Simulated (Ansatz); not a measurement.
A nudged elastic band was laid between two geometries of Cl2GaH + H2 (6 atoms, charge 0, multiplicity 1).

Computed with RKS PBE/def2-SVP (Ansatz).

| Item | Value |
| --- | --- |
| movable images | 5 |
| climbing image | yes |
| spring | 5.0 eV/Å² |
| optimiser | quadratic models (default) |
| start path | through a guess of the saddle point |
| force threshold | 0.05 eV/Å |
| iteration limit | 60 |
| end points | relaxed |

Image 0:

```xyz
6
Properties=species:S:1:pos:R:3
Ga -0.011 0.242 0.160
Cl -0.092 0.847 2.232
H 1.338 -0.061 -0.563
Cl -1.896 0.244 -0.889
H -0.259 -2.402 0.598
H -0.104 -2.124 1.301
```

Image 6:

```xyz
6
Properties=species:S:1:pos:R:3
Ga 0.305 -0.891 -0.160
Cl -0.071 -0.085 2.370
H 1.361 0.160 -0.646
Cl -1.814 -0.130 -0.371
H 0.356 -2.445 0.040
H -1.159 0.136 1.606
```

(1) Which bonds break or form, and what moves?

(2) What energy profile does the band end with?

(3) What is the geometry of the highest image?

(4) What are the harmonic wavenumbers there?

Answers

(1) Bonds broken: Ga1–Cl2, H5–H6. Bonds formed: Ga1–H5, Cl2–H6. Cl2GaH + H2 becomes Cl2GaH3.

(2) The forces met the threshold. The highest image is number 2 of 0 to 6, 1.07 eV above the first end and 0.42 eV above the last; the last end lies 0.65 eV above the first. A vibrational analysis at the climbing image gives one clearly imaginary mode, 670i cm⁻¹: a first-order saddle point. The orbitals stay closed-shell, which can raise the energy where a bond breaks towards radicals; this wasn't checked here.

| image | path coordinate (Å) | energy (eV) | Ga1–Cl2 (Å) | H5–H6 (Å) | Ga1–H5 (Å) |
| --- | --- | --- | --- | --- | --- |
| 0 | 0.00 | 0.00 | 2.16 | 0.77 | 2.69 |
| 1 | 0.77 | 0.19 | 2.21 | 0.79 | 2.17 |
| 2 | 1.54 | 1.07 | 2.51 | 1.15 | 1.70 |
| 3 | 2.38 | 0.85 | 2.80 | 2.14 | 1.58 |
| 4 | 3.21 | 0.79 | 2.80 | 3.03 | 1.57 |
| 5 | 4.05 | 0.75 | 2.79 | 3.37 | 1.57 |
| 6 | 4.88 | 0.65 | 2.68 | 3.38 | 1.57 |

(3) 
```xyz
6
Properties=species:S:1:pos:R:3
Ga -0.024 -0.375 -0.115
Cl -0.113 0.038 2.358
H 1.375 0.053 -0.648
Cl -1.918 0.207 -0.974
H -0.168 -1.901 0.625
H -0.176 -1.277 1.593
```

(4) 670i, 99, 280, 404, 417, 554, 674, 973, 1023, 1351, 1682, 1991 cm⁻¹.

Run time: 2.5 min on 1 thread of Arm Neoverse V1, on a shared host, peak memory 0.12 GiB.
